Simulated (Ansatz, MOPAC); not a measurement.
Species: CH3Li, net charge 0, singlet state. SMILES: [Li][CH3]

Atoms: Li1, C2, H3, H4, H5. Bonds: Li1-C2, C2-H3, C2-H4, C2-H5.

Bond lengths (Å) and angles (degrees) optimised at PM3 with MOPAC; PM7 with MOPAC; MNDO with MOPAC; HF/6-31G* with Ansatz (a first-principles code), each started from the B3LYP-D3(BJ)/def2-TZVP structure (Ansatz) of the last column. A row stands for all coordinates that are equal there. 6-31G* holds six Cartesian d functions. No wavenumbers were computed at MNDO, so these may be saddle points.

```
coordinate    PM3    PM7   MNDO  HF/6-31G*  B3LYP-D3(BJ)/def2-TZVP
----------  -----  -----  -----  ---------  ----------------------
Li1-C2      1.927  1.977  1.928      2.001                   1.969
C2-H3       1.095  1.065  1.117      1.093                   1.098
Li1-C2-H3   111.5  107.3  112.2      112.6                   112.6
H3-C2-H4    107.3  111.6  106.6      106.2                   106.1
```

Mean signed difference of all 4 bond lengths from B3LYP-D3(BJ)/def2-TZVP: PM3 -0.013 Å, PM7 -0.022 Å, MNDO 0.004 Å, HF/6-31G* 0.005 Å.
